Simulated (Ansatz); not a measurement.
Species: trifluorosilane, sum formula SiHF3, charge 0, multiplicity 1. 
Geometry from a B3LYP-D3(BJ)/def2-TZVP (Ansatz, a first-principles code) optimisation:
```
Si
F 1 1.5787
F 1 1.5787 2 108.26
F 1 1.5787 2 108.26 3 -117.16
H 1 1.4565 2 110.65 3 121.42
```

Dipole moments at this geometry, in debye (magnitudes).

```csv
level,program,dipole (D)
SVWN5/def2-TZVPD,Ansatz,1.34
PBE/def2-TZVPD,Ansatz,1.28
BLYP/def2-TZVPD,Ansatz,1.29
revPBE/def2-TZVPD,Ansatz,1.25
r2SCAN/def2-TZVPD,Ansatz,1.29
B3LYP/def2-TZVPD,Ansatz,1.38
BHLYP/def2-TZVPD,Ansatz,1.47
r2SCAN0/def2-TZVPD,Ansatz,1.38
CAM-B3LYP/def2-TZVPD,Ansatz,1.42
LC-wPBE/def2-TZVPD,Ansatz,1.39
wB97M-V/def2-TZVPD,Ansatz,1.34
wB97X-V/def2-TZVPD,Ansatz,1.37
CCSD(T)/aug-cc-pV(D+d)Z,Ansatz,1.39
```
